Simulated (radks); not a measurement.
P III, 13 electrons, occupied as [Ne] 3s1.5 3p1 3d0.5 (fractional occupations, a model configuration). All-electron calculation, non-relativistic Kohn-Sham, exchange-only B88, spin-polarised, spherical densities, point nucleus; open shells are filled with parallel spins first. Program: a radial shooting solver on a logarithmic mesh with Libxc functionals.

Normalised radial functions P(r) = r R(r), r in bohr:

| r | 3p down | 3d up |
|---|---|---|
| 0.00719 | 0.0016 | 0.0000 |
| 0.01047 | 0.0034 | 0.0000 |
| 0.01537 | 0.0070 | 0.0000 |
| 0.02257 | 0.0143 | 0.0001 |
| 0.03314 | 0.0285 | 0.0002 |
| 0.04826 | 0.0541 | 0.0006 |
| 0.07085 | 0.0991 | 0.0017 |
| 0.104 | 0.1690 | 0.0048 |
| 0.1527 | 0.2598 | 0.0124 |
| 0.2224 | 0.3415 | 0.0296 |
| 0.3266 | 0.3540 | 0.0662 |
| 0.4794 | 0.2137 | 0.1349 |
| 0.7039 | -0.1083 | 0.2482 |
| 1.025 | -0.4991 | 0.4028 |
| 1.505 | -0.7466 | 0.5691 |
| 2.21 | -0.6613 | 0.6263 |
| 3.244 | -0.3471 | 0.4835 |
| 4.725 | -0.0975 | 0.2350 |
| 6.937 | -0.0107 | 0.0569 |
| 10.18 | -0.0003 | 0.0050 |

3p down (empty): eigenvalue -22.172 eV, 1 radial node at r = 0.630 bohr, <r> = 1.99 bohr, 90 % of the charge inside 3.05 bohr. 3d up: eigenvalue -13.048 eV, 0 radial nodes, <r> = 2.56 bohr, 90 % of the charge inside 4.05 bohr.
